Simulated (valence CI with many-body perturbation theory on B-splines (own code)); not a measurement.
Rh31+: calculated level list

Computed by configuration interaction combined with many-body perturbation theory (CI+MBPT): four valence electrons over a frozen Dirac-Fock core [Ne], radial functions for each j: 9 s, 9 p, 8 d, 6 f, 3 g, 1 h, with the one-electron correlation potential Σ1 (screened to all orders), the two-electron term Σ2, the three-electron term Σ3, Breit, model QED; selected single and double excitations, second order for the rest, scaled by the run's own slope (own B-spline code, finite nucleus).

The last digits are not significant, and no measured levels were compared; by estimate large intervals hold to a few tenths of a per cent, small ones and those within an open d or f shell to about a per cent.

Levels 1 to 31 of 31, with energies above the lowest level, (3s^2 3p1/2^2) J=0. "Leading %" is the weight of the configuration and term that name the level; weights of strongly mixed levels are sums over their largest components and can fall short, so below about 35 % the name and the second component can differ from the true leading terms, or belong to a minority configuration. In the jj column 3d3/2^4 stands for four electrons in 3d with j = 3/2.

```
No.  Configuration  Term  J  E (cm⁻¹)  Leading %      g  Second component               Leading jj
  1         3s²3p²    ³P  0         0         76           22 % 3s²3p² ¹S      3s^2 3p1/2^2 (97 %)
  2         3s²3p²    ³P  1    233720         98  1.497                    3s^2 3p1/2 3p3/2 (98 %)
  3         3s²3p²    ¹D  2    273330         54  1.221    44 % 3s²3p² ³P  3s^2 3p1/2 3p3/2 (97 %)
  4         3s²3p²    ³P  2    536250         54  1.272    44 % 3s²3p² ¹D      3s^2 3p3/2^2 (96 %)
  5         3s²3p²    ¹S  0    627050         75           22 % 3s²3p² ³P      3s^2 3p3/2^2 (96 %)
  6          3s3p³   ⁵S°  2    840940         59  1.751    28 % 3s3p³ ³P°  3s 3p1/2^2 3p3/2 (81 %)
  7          3s3p³   ³D°  1    970850         51  0.861    20 % 3s3p³ ³P°  3s 3p1/2^2 3p3/2 (74 %)
  8          3s3p³   ³D°  2   1063300         49  1.429    28 % 3s3p³ ⁵S°  3s 3p1/2 3p3/2^2 (78 %)
  9          3s3p³   ³D°  3   1127600         84  1.322  12 % 3s²3p3d ³D°  3s 3p1/2 3p3/2^2 (84 %)
 10        3s²3p3d   ³F°  2   1149800         48  0.871  28 % 3s²3p3d ¹D°  3s^2 3p1/2 3d3/2 (79 %)
 11          3s3p³   ³P°  0   1215300         90          9 % 3s²3p3d ³P°  3s 3p1/2 3p3/2^2 (90 %)
 12          3s3p³   ³P°  1   1238600         53  1.272    17 % 3s3p³ ³D°  3s 3p1/2 3p3/2^2 (72 %)
 13        3s²3p3d   ³F°  2   1272300         39  0.976    22 % 3s3p³ ¹D°  3s 3p1/2 3p3/2^2 (41 %)
 14        3s²3p3d   ³F°  3   1310200         78  1.106   8 % 3s²3p3d ¹F°  3s^2 3p1/2 3d5/2 (75 %)
 15          3s3p³   ³S°  1   1323500         27  1.296    26 % 3s3p³ ¹P°  3s 3p1/2 3p3/2^2 (42 %)
 16        3s²3p3d   ³D°  2   1362200         29  1.308    22 % 3s3p³ ³P°  3s^2 3p1/2 3d5/2 (61 %)
 17        3s²3p3d   ³D°  1   1369300         22  1.042    19 % 3s3p³ ³D°  3s^2 3p1/2 3d3/2 (51 %)
 18        3s²3p3d   ³P°  2   1432400         32  1.299    21 % 3s3p³ ¹D°        3s 3p3/2^3 (45 %)
 19        3s²3p3d   ³F°  4   1513400         98  1.247                    3s^2 3p3/2 3d5/2 (98 %)
 20        3s²3p3d   ³P°  1   1551600         33  1.182  27 % 3s²3p3d ³D°  3s^2 3p3/2 3d3/2 (66 %)
 21        3s²3p3d   ³D°  2   1562200         44  1.061  22 % 3s²3p3d ¹D°  3s^2 3p3/2 3d3/2 (73 %)
 22        3s²3p3d   ³D°  3   1572100         54  1.216  20 % 3s²3p3d ¹F°  3s^2 3p3/2 3d3/2 (61 %)
 23        3s²3p3d   ³P°  0   1574000         89            9 % 3s3p³ ³P°  3s^2 3p3/2 3d3/2 (89 %)
 24        3s²3p3d   ³P°  1   1645100         32  1.338  16 % 3s²3p3d ¹P°        3s 3p3/2^3 (47 %)
 25        3s²3p3d   ³P°  2   1661300         30  1.275    16 % 3s3p³ ³P°  3s^2 3p3/2 3d5/2 (54 %)
 26        3s²3p3d   ¹F°  3   1692100         70  1.090  26 % 3s²3p3d ³D°  3s^2 3p3/2 3d5/2 (72 %)
 27        3s²3p3d   ¹P°  1   1762300         54  0.982    20 % 3s3p³ ¹P°  3s^2 3p3/2 3d5/2 (57 %)
 28        3s3p²3d    ⁵F  1   1780400         68  0.268   18 % 3s3p²3d ³D  3s 3p1/2^2 3d3/2 (81 %)
 29        3s3p²3d    ⁵F  2   1793700         34  1.225   16 % 3s3p²3d ³P  3s 3p1/2^2 3d3/2 (67 %)
 30            3p⁴    ³P  2   1859500         30  1.245   23 % 3s3p²3d ⁵F   3p1/2^2 3p3/2^2 (42 %)
 31        3s3p²3d    ⁵F  3   1874900         39  1.371   31 % 3s3p²3d ⁵D  3s 3p1/2^2 3d5/2 (70 %)
```

The ionisation energy to 3s²3p ²P°1/2 of the next ion comes out as 1849.3 eV (NIST: 1851 ± 4 eV (semi-empirical)). All 31 levels together are meant to be complete up to 1949900 cm⁻¹.
